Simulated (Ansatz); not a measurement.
`C#[C][Ge]([CH3])([F])[F]` + HBr → `[CH3][Ge]([F])([F])[Br]` + acetylene at 500 K and 1 bar (ligand exchange at a Ge–C bond).

Isolated molecules relaxed with PBE0-D4/def2-TZVP in Ansatz; ΔE leaves out vibrations. CBS: MP2 limit from def2 TZ/QZ plus the TZ coupled-cluster correction, frozen cores. This one scheme is used for every species. For Br, Ge outer-core shells are correlated without core-valence functions, which leaves a few kJ/mol of doubt a bond. Scalar relativity is left out up to krypton.

```csv
species,CCSD(T)/CBS energy (Eh),H − E (kJ/mol),S (J/(mol·K))
`C#[C][Ge]([CH3])([F])[F]`,-2392.29725,211.5,447.3
HBr,-2573.91920,30.5,213.7
`[CH3][Ge]([F])([F])[Br]`,-4889.01358,157.1,428.5
`C#C`,-77.22717,90.7,225.3
```

H − E and S are ideal-gas, rigid-rotor, harmonic terms from PBE0-D4/def2-TZVP. 1 Eh = 2625.50 kJ/mol, R = 8.31446 J/(mol·K).

Question: By hand: ΔE, ΔH, ΔS and ΔG.

Answer: ΔE = (-4889.01358) + (-77.22717) − (-2392.29725) − (-2573.91920) = -0.02430 Eh = -63.8 kJ/mol. Δ(H − E) = 157.1 + 90.7 − 211.5 − 30.5 = 5.8, so ΔH = -58.0 kJ/mol. ΔS = 428.5 + 225.3 − 447.3 − 213.7 = -7.2 J/(mol·K). ΔG = -58.0 − 500 × (-7.2)/1000 = -54.4 kJ/mol.

Question: By hand: the equilibrium constant, and the temperature at which ΔG would vanish if ΔH and ΔS stayed fixed.

Answer: log₁₀ K = −ΔG/(RT ln 10) = 5.7. ΔG = 0 at ΔH/ΔS = 8056 K, far beyond where these terms or the molecules hold.

The number of gas molecules stays the same, so ΔS is small and ΔH decides. A doubt of 5 kJ/mol in ΔE shifts log₁₀ K by 0.5 here. These are equilibria of isolated gas molecules and say nothing of rates. Largest T1 diagnostic: 0.013 (customary marks: 0.02 for closed shells, 0.045 for open ones).
